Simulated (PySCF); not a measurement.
Level of theory: B3LYP in PySCF with Be def2-TZVP, I def2-TZVP with ECP28; scalar-relativistic core potentials, no spin–orbit coupling; density-fitted integrals. Open shells, if any, are unrestricted.

Problem. What shape and geometry does isolated singlet BeI₂ take (every ligand bound to Be)?

Solution. Counting electrons, beryllium keeps none of its valence electrons outside its bonds, so the VSEPR class is AX2 and the expected shape is linear (D∞h), as computed. The lowest minimum found is a singlet of D∞h symmetry with Be–I 2.170 Å (×2); I–Be–I 180.0°. Its harmonic wavenumbers are 165 (σg+), 178 (πu), 866 (σu+) cm⁻¹ and its dipole moment is 0.00 D.
